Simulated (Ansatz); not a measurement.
Input file for `O[Si@H]1N[Si@@H](O)N1`:

```yaml
crystal:
  periodic: [false, false, false]
  atoms:
    - {symbol: O, position_ang: [-2.051305, 0.400479, 1.416393]}
    - {symbol: Si, position_ang: [-0.460905, 0.583090, 1.072921]}
    - {symbol: N, position_ang: [-0.037902, 1.093371, -0.522618]}
    - {symbol: Si, position_ang: [1.011798, -0.253697, -0.784536]}
    - {symbol: O, position_ang: [0.739239, -1.185095, -2.103210]}
    - {symbol: N, position_ang: [0.457469, -0.842461, 0.742238]}
    - {symbol: H, position_ang: [-2.566658, -0.130201, 0.805892]}
    - {symbol: H, position_ang: [0.005788, 1.431375, 2.188339]}
    - {symbol: H, position_ang: [-0.152591, 1.963505, -1.005550]}
    - {symbol: H, position_ang: [2.454686, 0.039912, -0.900348]}
    - {symbol: H, position_ang: [-0.157897, -1.498825, -2.232206]}
    - {symbol: H, position_ang: [0.758278, -1.601473, 1.322676]}
basis:
  gaussian: {orbitals: def2-TZVPP}
correlation: {method: ccsd_t}
```

```sh
$ ansatz run in.yaml --threads 2 --pin off --events-out ev --progress --plain --max-ram 32768MiB --backend cuda --devices 0, --max-vram 18GiB
```

Log, shortened:

```
Functional definition: HF
1746 factors; integrals over basis functions are off by at most 1.1e-3 eV
mean field evaluation 1: about -22859.3854 eV, gradient 6.4e1 eV
mean field evaluation 2: about -22859.7309 eV, gradient 6.4e1 eV
mean field evaluation 4: about -22867.2611 eV, gradient 4.0e0 eV
mean field evaluation 8: about -22867.3421 eV, gradient 3.1e-1 eV
mean field -22867.34232305 eV, -840.3593303306 hartree, gradient 2.8e-6 eV, S^2 0.000000; 0 other end points of the search recorded, 0 dependent functions left out
14 core orbitals not correlated: weight in the atoms' cores, before any rotation towards them, 1.000 or more for the frozen orbitals, at most 0.000 for the correlated occupied ones
reference -22867.34232305 eV, -840.3593303306 hartree; 18, 18 occupied and 260, 260 virtual orbitals, 1746 factors
second order -30.64031408 eV of doubles, -0.00000000 eV of singles
cycle   1  -30.61399457 eV  change    2.6e-2 eV  update   1.1e-1
cycle   2  -31.28528274 eV  change   -6.7e-1 eV  update   3.1e-2
cycle   3  -31.43204256 eV  change   -1.5e-1 eV  update   1.6e-2
cycle   4  -31.41307692 eV  change    1.9e-2 eV  update   3.5e-3
cycle   5  -31.41219535 eV  change    8.8e-4 eV  update   1.8e-3
cycle   6  -31.41320427 eV  change   -1.0e-3 eV  update   5.2e-4
cycle   7  -31.41290827 eV  change    3.0e-4 eV  update   2.1e-4
cycle   8  -31.41279977 eV  change    1.1e-4 eV  update   6.4e-5
cycle   9  -31.41281628 eV  change   -1.7e-5 eV  update   2.4e-5
perturbative correction -1.21161616 eV, -0.0445260725 hartree
Total energy: -22899.96675548 eV, -841.5582561091 hartree
```

Run time 6.5 s (2 threads of an AMD EPYC 7R13 on a shared host and a share of an NVIDIA H100 80 GB); peak host memory 0.85 GiB.

The correlation energy is -32.624 eV, 3.7 % of it from (T); the T1 diagnostic reads 0.0118.
